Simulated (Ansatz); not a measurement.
## Nudged elastic band run: C3H7NO2S

The input (input.yaml):

```yaml
crystal:
  periodic: [false, false, false]
  atoms:
    - { symbol: C, position_ang: [1.118464, -1.614279, 0.680959] }
    - { symbol: O, position_ang: [0.825656, -0.636559, -0.334706] }
    - { symbol: C, position_ang: [-0.386371, 0.03688, -0.234033] }
    - { symbol: S, position_ang: [-1.8865, -1.117817, -0.340128] }
    - { symbol: "N", position_ang: [-0.393712, 1.209768, -1.107256] }
    - { symbol: C, position_ang: [-0.460643, 2.022699, 0.12648] }
    - { symbol: O, position_ang: [-0.5604, 0.831845, 0.957739] }
    - { symbol: H, position_ang: [0.38995, -2.450506, 0.652637] }
    - { symbol: H, position_ang: [2.13632, -1.986986, 0.463677] }
    - { symbol: H, position_ang: [1.096276, -1.14945, 1.688639] }
    - { symbol: H, position_ang: [-1.454792, -1.746416, -1.472845] }
    - { symbol: H, position_ang: [0.493681, 1.28532, -1.620987] }
    - { symbol: H, position_ang: [-1.374125, 2.651797, 0.212865] }
    - { symbol: H, position_ang: [0.443196, 2.634504, 0.355659] }
basis:
  gaussian: { orbitals: def2-SVP }
hamiltonian:
  xc: blyp
neb:
  order_check: false
  images: 9
  f_tol: 0.03
  max_iterations: 43
  initial_path: idpp
  final_atoms:
    - { symbol: C, position_ang: [1.10574919, -1.64322836, 0.63006525] }
    - { symbol: O, position_ang: [0.75606509, -0.68863643, -0.38982153] }
    - { symbol: C, position_ang: [-0.40701008, 0.04769571, -0.19530715] }
    - { symbol: S, position_ang: [-1.96235149, -1.03414208, -0.10646309] }
    - { symbol: "N", position_ang: [-0.44878997, 1.18786945, -1.11000859] }
    - { symbol: C, position_ang: [-0.35039924, 2.04597924, 0.09089085] }
    - { symbol: O, position_ang: [-0.42146671, 0.89130635, 0.97485481] }
    - { symbol: H, position_ang: [2.07531177, -2.07761499, 0.32474021] }
    - { symbol: H, position_ang: [1.21232182, -1.14142099, 1.61425351] }
    - { symbol: H, position_ang: [0.33767904, -2.43951708, 0.71211435] }
    - { symbol: H, position_ang: [-1.67706799, -1.71830051, -1.25262655] }
    - { symbol: H, position_ang: [0.3853062, 1.19897775, -1.7106108] }
    - { symbol: H, position_ang: [-1.21874916, 2.72442129, 0.24304497] }
    - { symbol: H, position_ang: [0.60040154, 2.61741067, 0.20357376] }
```

Run as:

```bash
$ ansatz run input.yaml --threads 2 --pin off --max-ram 3072MiB --backend cpu --events-out ev --progress --plain --runs-dir out
```

Output, in part (warnings, iteration lines, the closing report on the highest movable image, with atoms numbered from 0):

```
NEB end point (image 0): max|allowed force component| = 1.021e-2 eV/Å (the criterion of neb.relax_end_points is 1.000e-2)
NEB end point (image 10): max|allowed force component| = 1.087e-2 eV/Å (the criterion of neb.relax_end_points is 1.000e-2)
NEB iter   1: max|band force component| = 5.253e-1 eV/Å  barrier→ = 0.1277 eV  barrier← = 0.1277 eV  Δτ_max = 0.1017 Å  (333 SCF iters)
NEB iter   2: max|band force component| = 1.639e-1 eV/Å  barrier→ = 0.0742 eV  barrier← = 0.0742 eV  CI = image 5  Δτ_max = 0.0286 Å  (286 SCF iters)
NEB iter   3: max|band force component| = 1.170e-1 eV/Å  barrier→ = 0.0716 eV  barrier← = 0.0717 eV  CI = image 5  Δτ_max = 0.0283 Å  (294 SCF iters)
NEB iter   4: max|band force component| = 4.043e-2 eV/Å  barrier→ = 0.0710 eV  barrier← = 0.0710 eV  CI = image 5  Δτ_max = 0.0362 Å  (292 SCF iters)
NEB iter   5: max|band force component| = 3.312e-2 eV/Å  barrier→ = 0.0708 eV  barrier← = 0.0709 eV  CI = image 5  Δτ_max = 0.0085 Å  (292 SCF iters)
NEB iter   6: max|band force component| = 1.517e-2 eV/Å  barrier→ = 0.0707 eV  barrier← = 0.0707 eV  CI = image 5  Δτ_max = 0.0000 Å  (532 SCF iters)
Total energy: -19629.91323206 eV, -721.3860056450 hartree
Atom 0 at     1.004981    -1.721865     0.628540 Å, force    -0.000416     0.001985    -0.009035 eV/Å
Atom 1 at     0.675002    -0.739551    -0.376766 Å, force    -0.006534    -0.001104     0.006614 eV/Å
Atom 2 at    -0.414802     0.095082    -0.158200 Å, force     0.006912    -0.002258    -0.007091 eV/Å
Atom 3 at    -2.032143    -0.852677     0.108610 Å, force    -0.004533    -0.002880     0.002516 eV/Å
Atom 4 at    -0.426856     1.175723    -1.143124 Å, force     0.002255     0.003980     0.002261 eV/Å
Atom 5 at    -0.181366     2.097432    -0.012586 Å, force    -0.003098    -0.001944    -0.000291 eV/Å
Atom 6 at    -0.296399     1.013224     0.950668 Å, force    -0.000576    -0.001961    -0.000380 eV/Å
Atom 7 at     0.975415    -2.732788     0.172409 Å, force     0.001155     0.001642     0.002107 eV/Å
Atom 8 at     2.032308    -1.517364     0.992176 Å, force     0.001052    -0.000706     0.003370 eV/Å
Atom 9 at     0.297068    -1.690373     1.477790 Å, force     0.000454    -0.000980     0.002734 eV/Å
Atom 10 at    -1.850327    -1.683369    -0.959392 Å, force     0.002835     0.002570     0.000470 eV/Å
Atom 11 at     0.360298     1.080133    -1.797506 Å, force    -0.002066     0.000996    -0.003171 eV/Å
Atom 12 at    -0.976781     2.860106     0.139903 Å, force     0.001371     0.001771    -0.000336 eV/Å
Atom 13 at     0.820601     2.587087     0.006179 Å, force     0.001189    -0.001110     0.000231 eV/Å
Dipole moment:     0.422257    -0.033933    -0.154104 e Å
```

The forces met the threshold. A vibrational analysis at the climbing image gives one clearly imaginary mode, 178i cm⁻¹: a first-order saddle point.

Final band (atoms are numbered from 1 in the order of the input):

```tsv
image	path coordinate (Å)	energy (eV)	dihedral H10–C1–O2–C3 (°)
0	0.00	0.000	-58
1	0.36	0.005	-48
2	0.73	0.020	-38
3	1.09	0.041	-27
4	1.45	0.062	-14
5	1.82	0.071	1
6	2.18	0.062	16
7	2.53	0.042	29
8	2.89	0.020	41
9	3.25	0.005	53
10	3.61	0.000	63
```

Time of the run: 3.1 min on 2 threads of Arm Neoverse V2, with other jobs on the host, peak memory 0.19 GiB.
